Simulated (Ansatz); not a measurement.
System: GeBrF, charge 0, singlet. GeBrF (SMILES [Br][Ge][F]).
B3LYP-D3(BJ)/def2-TZVP minimum from Ansatz (a first-principles code):
```
Ge
F 1 1.7618
Br 1 2.3668 2 99.08
```
Charge 0, spin multiplicity 1.

Quantity: atomisation energy (electronic, to ground-state atoms), in kcal/mol. Radicals and triplets start from unrestricted determinants; spin-orbit coupling is neglected. Correlated methods leave the cores frozen (noble-gas shells, and filled d and f shells in the p block). No relativity. CBS(X,Y): correlation extrapolated as X^-3, Hartree-Fock from the larger set (Q,5: extrapolated as (X+1)exp(-9√X)). A bracket is a step between two methods taken in the basis named. Double hybrids freeze cores in their MP2 part. Spin-orbit terms, left out, reach several kcal/mol for Br and I, and more for heavier atoms.

CCSD(T)/CBS(cc-pVQZ,cc-pV5Z) + [CCSDT(Q) - CCSD(T)]/cc-pVTZ + [CCSDTQ - CCSDT(Q)]/cc-pVDZ (Ansatz) gives 214.6 kcal/mol.

**Question.** What does PBE/def2-TZVPD (Ansatz) give here, and how do the other levels compare?

**Answer.** PBE gives 221.8 kcal/mol, 7.2 kcal/mol above it. Differences of the others: r2SCAN/def2-TZVPD (Ansatz) 1.3; B3LYP/def2-TZVPD (Ansatz) -4.9; B2PLYP/def2-TZVPD (Ansatz) -3.7; CCSD(T)/CBS(cc-pVQZ,cc-pV5Z) (Ansatz) -0.2 kcal/mol.
